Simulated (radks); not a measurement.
Spherical jellium clusters: N electrons in a uniform positive sphere of charge N and radius rs N^(1/3), rs = 5.34 bohr. Method: non-relativistic Kohn-Sham, PBEsol, spin-polarised, spherical densities; computed with a radial shooting solver with Libxc functionals. Levels are named by radial order and angular momentum (1s, 1p, 1d, 2s, ...), and open shells are averaged over m.

N = 2, configuration 1s2. This is the lowest configuration that the search found. Occupied and some empty levels:

level  occupation  eigenvalue (eV)  <r> (bohr)
1s              2          -2.5203       5.131
1p              0          -1.2036       6.946

Energy (eV): total -3.26774, kinetic 2.0045, external -19.113, Hartree 9.5536, exchange-correlation -5.4199, background 9.7068.

Electron density:

r (bohr)  n(r) (e/bohr^3)
0.222            0.003311
1.06             0.003201
1.90             0.002949
2.74             0.002567
3.57             0.002086
4.41             0.001565
5.25             0.001071
6.09            0.0006642
6.93            0.0003718
7.76            0.0001915
8.60           0.00009373
9.44           0.00004469
10.3           0.00002094
11.1            9.700e-06
